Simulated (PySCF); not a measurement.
## How methods differ on the ionisation energy of Ni+

Ni+ [Ar] 3d9 (2D) → Ni(2+) [Ar] 3d8 (3F), as a difference of total energies. Computed with PySCF 2.14 in x2c-QZVPPall with one added diffuse shell each of s, p, d, f, g type (12s8p7d5f3g, 133 functions), with scalar relativity by spin-free X2C-1e. Correlated levels: valence: [Ar] frozen; valence and next inner shell: [Ne] frozen. The calculations carry no spin-orbit coupling.

```json
{"method": "UHF", "ionisation energy (eV)": "14.990", "plus first-order spin-orbit estimate": "14.936", "error of that sum (eV)": "-3.233"}
{"method": "LDA", "ionisation energy (eV)": "19.576", "plus first-order spin-orbit estimate": "19.522", "error of that sum (eV)": "+1.353"}
{"method": "PBE", "ionisation energy (eV)": "18.911", "plus first-order spin-orbit estimate": "18.856", "error of that sum (eV)": "+0.687"}
{"method": "PBE0", "ionisation energy (eV)": "18.177", "plus first-order spin-orbit estimate": "18.122", "error of that sum (eV)": "-0.047"}
{"method": "PBEsol", "ionisation energy (eV)": "18.998", "plus first-order spin-orbit estimate": "18.943", "error of that sum (eV)": "+0.774"}
{"method": "PW91", "ionisation energy (eV)": "19.000", "plus first-order spin-orbit estimate": "18.945", "error of that sum (eV)": "+0.776"}
{"method": "B3LYP", "ionisation energy (eV)": "18.564", "plus first-order spin-orbit estimate": "18.510", "error of that sum (eV)": "+0.341"}
{"method": "MP2 (valence)", "ionisation energy (eV)": "18.370", "plus first-order spin-orbit estimate": "18.316", "error of that sum (eV)": "+0.147"}
{"method": "SCS-MP2 (valence)", "ionisation energy (eV)": "18.068", "plus first-order spin-orbit estimate": "18.014", "error of that sum (eV)": "-0.155"}
{"method": "MP2 (valence and next inner shell)", "ionisation energy (eV)": "19.075", "plus first-order spin-orbit estimate": "19.021", "error of that sum (eV)": "+0.852"}
{"method": "SCS-MP2 (valence and next inner shell)", "ionisation energy (eV)": "18.591", "plus first-order spin-orbit estimate": "18.537", "error of that sum (eV)": "+0.368"}
```

Reference: 18.169 eV (measured; NIST Atomic Spectra Database, ionization energies).

A first-order spin-orbit estimate (lowest level to lowest level, LS coupling) adds -0.054 eV.
